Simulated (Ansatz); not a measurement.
Al₁₄N₁₄H₃₄, a nanocrystal cut from wurtzite AlN (hydrogen-capped), relaxed as a singlet with RKS PBE-D4/def2-SVP in Ansatz, starting from the GFN2-xTB geometry. Force threshold 0.03 eV/Å.

Single mean-field runs in def2-SVP are fitted with def2-universal-jkfit.

Start:

```xyz
62

N     0.644    0.029    4.056
Al    2.290   -0.832    3.475
Al    2.784    1.709    1.779
N     2.472   -0.166    1.723
Al   -0.936   -0.075    2.983
N    -1.180   -2.005    2.834
Al   -0.128    2.324    1.498
N     1.530    2.726    0.733
N    -0.447    0.506    1.301
Al    1.020   -0.361    0.556
Al   -1.094   -2.671    1.015
N     0.640   -2.227    0.439
Al    1.857    2.102   -1.017
N     1.368    0.316   -1.121
Al    2.853   -0.427   -1.974
Al    0.689   -2.841   -1.341
N     2.428   -2.376   -2.000
N    -1.408    3.265    0.377
Al   -1.972    0.253    0.245
N    -2.346   -1.612    0.100
Al   -1.355    2.713   -1.482
N     0.458    3.055   -2.032
N    -1.580    0.890   -1.447
Al   -0.104    0.078   -2.238
Al   -2.169   -2.266   -1.664
N    -0.489   -1.794   -2.367
Al   -3.081    0.709   -2.537
N    -3.428   -1.232   -2.675
H     0.476   -0.038    5.061
H     0.947    1.001    3.890
H     3.411   -0.321    4.420
H     1.992   -2.396    3.376
H     2.483    2.304    3.226
H     4.143    1.960    1.028
H     3.317   -0.521    1.259
H    -2.197    0.508    3.636
H    -0.408   -2.465    3.327
H    -2.035   -2.301    3.305
H    -0.394    2.756    2.975
H     1.821    3.700    0.849
H    -1.404   -4.170    1.033
H     1.306   -2.723    1.046
H     3.183    2.433   -1.730
H     4.133   -0.423   -1.055
H     2.860   -0.050   -3.500
H     0.442   -4.350   -1.462
H     3.175   -2.874   -1.512
H     2.523   -2.645   -2.981
H    -1.476    4.270    0.543
H    -2.294    2.859    0.705
H    -3.208    0.912    0.970
H    -3.302   -1.720    0.453
H    -2.361    3.547   -2.287
H     0.690    4.027   -2.240
H     0.526    2.549   -2.925
H     0.122    0.608   -3.705
H    -2.488   -3.762   -1.758
H    -0.410   -1.968   -3.375
H    -4.337    1.244   -1.752
H    -2.740    1.119   -4.011
H    -4.388   -1.385   -2.361
H    -3.421   -1.473   -3.668
```

```csv
step,energy (eV),largest force component (eV/Å),SCF passes
1,-113689.2183,1.407,21
2,-113690.6329,0.531,20
3,-113690.9632,0.387,20
4,-113691.0054,0.110,20
5,-113691.0210,0.092,20
6,-113691.0220,0.102,20
7,-113691.0300,0.026,21
```

Force components are those of the run's own axes.

End:

Cartesian coordinates in Å:
```
N 0.769 0.091 4.125
Al 2.326 -0.925 3.432
Al 2.918 1.819 1.922
N 2.497 -0.079 1.706
Al -0.883 -0.040 3.104
N -1.061 -1.991 2.965
Al -0.161 2.400 1.501
N 1.569 2.696 0.750
N -0.508 0.530 1.326
Al 1.006 -0.338 0.554
Al -1.109 -2.693 1.145
N 0.608 -2.231 0.410
Al 1.808 2.159 -1.077
N 1.353 0.314 -1.185
Al 2.983 -0.474 -1.900
Al 0.764 -2.917 -1.378
N 2.499 -2.408 -2.083
N -1.445 3.322 0.327
Al -2.061 0.268 0.207
N -2.334 -1.659 0.083
Al -1.442 2.771 -1.554
N 0.406 3.105 -2.101
N -1.685 0.900 -1.556
Al -0.156 0.040 -2.336
Al -2.310 -2.318 -1.729
N -0.541 -1.878 -2.339
Al -3.259 0.731 -2.704
N -3.556 -1.246 -2.759
H 0.600 -0.149 5.115
H 1.107 1.076 4.149
H 3.600 -0.758 4.389
H 1.742 -2.448 3.254
H 2.476 2.224 3.435
H 4.395 2.179 1.418
H 3.315 -0.458 1.189
H -2.178 0.534 3.844
H -0.207 -2.419 3.379
H -1.850 -2.348 3.525
H -0.376 2.922 3.004
H 1.826 3.696 0.838
H -1.459 -4.252 1.204
H 1.289 -2.720 1.021
H 3.239 2.541 -1.684
H 4.106 -0.500 -0.731
H 3.327 0.006 -3.393
H 0.577 -4.503 -1.495
H 3.238 -2.974 -1.638
H 2.559 -2.664 -3.081
H -1.351 4.346 0.424
H -2.393 3.120 0.697
H -3.351 0.964 0.881
H -3.283 -1.850 0.450
H -2.469 3.656 -2.402
H 0.616 4.114 -2.152
H 0.490 2.782 -3.083
H 0.139 0.536 -3.841
H -2.696 -3.866 -1.863
H -0.490 -2.182 -3.328
H -4.565 1.309 -1.958
H -2.906 1.130 -4.224
H -4.524 -1.439 -2.456
H -3.541 -1.549 -3.746
```

By distances, no bond broke or formed. The bond that changes most is N23–Al27, from 1.86 to 1.96 Å (atoms count from 1).

No frequencies were taken in this run, so the end may be a saddle point.

It took 55 s on 2 threads of AMD EPYC 7R13 on a shared host and a share (18 GiB) of an NVIDIA H100 80GB HBM3, peak host memory 1.2 GiB.
